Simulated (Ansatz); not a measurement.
Cost and result for the atomization energy of CH$_{4}$AlClSi (`[Cl][Al]1[CH2][SiH2]1`) (8 atoms, 8 bonds).

The species carries charge 0 and has multiplicity 1. The structure was optimised at the PBE0-D4/def2-TZVP level. Program: Ansatz. All runs use 2 threads of an Arm Neoverse V1 on a shared host. Times are those of one run each, without the atoms' runs, and a repeat can differ threefold. Electronic energies, without spin–orbit coupling; frozen cores. CCSD(T)/CBS adds CCSD(T) − MP2 in def2-TZVPP to the MP2 limit, and its time is that of the two runs behind it. T1 = 0.012. B3LYP takes the VWN-RPA correlation (the form of Gaussian; ORCA's B3LYP/G).

CCSD(T)/CBS is a level of theory with its own doubt, some kJ/mol a heavy atom from the limit and from the frozen cores, so smaller differences don't rank the functionals.

| level | functions | wall time |
| --- | --- | --- |
| LDA (SPW92)/def2-TZVPP | 213 | 1.8 s |
| CCSD(T)/def2-SVP | 88 | 2.6 s |
| revPBE-D4/def2-TZVPP | 213 | 3 s |
| BHLYP-D4/def2-TZVPP | 213 | 4.8 s |
| CAM-B3LYP-D4/def2-TZVPP | 213 | 5 s |
| B3LYP-D4/def2-TZVPP (with forces) | 213 | 7 s |
| r2SCANh-D4/def2-TZVPP | 213 | 8 s |
| ωB97X-V/def2-TZVPP | 213 | 12 s |
| B97M-V/def2-TZVPP | 213 | 13 s |
| ωB97M-V/def2-TZVPP (with forces) | 213 | 18 s |
| MP2/def2-QZVPP | 387 | 23 s |
| CCSD(T)/def2-TZVPP | 213 | 72 s |
| CCSD(T)/CBS(def2) | – | 95 s |

(1) What atomization energy does each give, and how far from CCSD(T)/CBS? (An estimate is asked.)

Answers

(1) The calculation gave: 
```csv
level,atomization (kJ/mol),difference from CCSD(T)/CBS,per bond
LDA (SPW92)/def2-TZVPP,2849.7,319.3,39.9
CCSD(T)/def2-SVP,2363.9,-166.5,-20.8
revPBE-D4/def2-TZVPP,2495.1,-35.3,-4.4
BHLYP-D4/def2-TZVPP,2462.0,-68.4,-8.5
CAM-B3LYP-D4/def2-TZVPP,2513.1,-17.3,-2.2
B3LYP-D4/def2-TZVPP (with forces),2505.9,-24.5,-3.1
r2SCANh-D4/def2-TZVPP,2539.7,9.3,1.2
ωB97X-V/def2-TZVPP,2544.0,13.6,1.7
B97M-V/def2-TZVPP,2568.7,38.3,4.8
ωB97M-V/def2-TZVPP (with forces),2534.9,4.5,0.6
MP2/def2-QZVPP,2534.8,4.4,0.6
CCSD(T)/def2-TZVPP,2459.1,-71.3,-8.9
CCSD(T)/CBS(def2),2530.4,0.0,0.0
```

From PBE to PBE0 (25 % exact exchange), in def2-TZVPP and without D4, the atomization energy moves by −19.1 kJ/mol: exact exchange takes away binding that semilocal exchange gives to molecules. In def2-TZVPP, CCSD(T) changes the Hartree–Fock value by +582.7 kJ/mol (the triples alone add +40.1 kJ/mol) and MP2 by +616.5 kJ/mol; breaking electron pairs costs correlation energy, which Hartree–Fock lacks. The D4 term adds +28.5 kJ/mol with B3LYP and +14.9 kJ/mol with PBE0; it sums over pairs of atoms, weighted by their polarisabilities, and B3LYP, whose exchange is more repulsive, gets the larger term.
